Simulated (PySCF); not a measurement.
In(Cl)(OH)2 (ClH2InO2), SMILES [OH][In]([OH])[Cl]. Atoms are numbered in the order given.

```xyz
6

In    -0.0016    -0.2595     0.0000
Cl    -0.0771     2.0720     0.0000
O     -1.7005    -1.2766     0.0000
H     -1.5295    -2.2268     0.0000
O      1.7547    -1.1887     0.0000
H      2.4860    -0.5590     0.0000
```
Charge 0, spin multiplicity 1.

The structure is a stationary point at PBE0-D3(BJ)/def2-SVP. The def2 effective core potentials stand for the cores of In; spin–orbit coupling is left out. One conformer was computed; it need not be the lowest.

Computed with PySCF 2.14.0 with TDA-LC-ωPBE/def2-SVPD.

Vertical excitations.  State labels are in the subgroup Cs.

Computed excitation energies, oscillator strengths and character:
```csv
state,symmetry,energy (eV),λ (nm),f,main pairs
S1,A",5.80,214,0.000,HOMO−1→LUMO 89 %
S2,A",6.08,204,0.010,HOMO−2→LUMO 82 %
S3,A',6.25,198,0.074,HOMO→LUMO 80 %
S4,A",6.68,186,0.095,HOMO−4→LUMO 80 %
S5,A',6.87,180,0.079,"HOMO−3→LUMO 49 %, HOMO−5→LUMO 21 %, HOMO−1→LUMO+1 16 %"
S6,A',7.10,175,0.111,"HOMO−5→LUMO 46 %, HOMO−3→LUMO 21 %, HOMO−2→LUMO+1 16 %"
S7,A",7.53,165,0.000,HOMO→LUMO+1 92 %
S8,A',8.13,153,0.070,"HOMO−2→LUMO+1 32 %, HOMO−6→LUMO 23 %, HOMO−1→LUMO+1 15 %, HOMO−4→LUMO+1 12 %"
S9,A",8.16,152,0.000,HOMO−3→LUMO+1 94 %
S10,A',8.20,151,0.234,"HOMO−1→LUMO+1 48 %, HOMO−2→LUMO+1 21 %, HOMO−3→LUMO 8 %"
T1,A",5.27,235,0,HOMO−1→LUMO 85 %
T2,A',5.41,229,0,HOMO→LUMO 75 %
T3,A",5.53,224,0,"HOMO−2→LUMO 65 %, HOMO−4→LUMO 18 %"
T4,A',5.98,207,0,"HOMO−3→LUMO 58 %, HOMO−5→LUMO 24 %"
```
Triplets are in the Tamm–Dancoff approximation.
